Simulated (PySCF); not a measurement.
C2H6BF2N, SMILES CCNB(F)F. Coordinates come from a PBE0-D3(BJ)/def2-SVP optimisation. The structure was generated by enumeration, and PubChem lists no compound with its InChIKey, so it may never have been made. Other conformers were not sampled.

Computed equilibrium geometry at PBE0-D3(BJ)/def2-SVP (PySCF confirms it by a frequency run) as Cartesian coordinates in Å (one conformer of several):
```xyz
12

C     -2.4719    -0.2942    -0.1633
C     -1.1167    -0.8332    -0.5906
N     -0.0925     0.1848    -0.6569
B      1.0033     0.3012     0.1971
F      1.2235    -0.5844     1.1663
F      1.8702     1.3028     0.0679
H     -2.4129     0.1636     0.8358
H     -2.8355     0.4743    -0.8645
H     -3.2230    -1.0982    -0.1315
H     -0.7762    -1.6000     0.1208
H     -1.2076    -1.3389    -1.5686
H     -0.2254     0.8985    -1.3633
```
Charge 0, spin multiplicity 1.
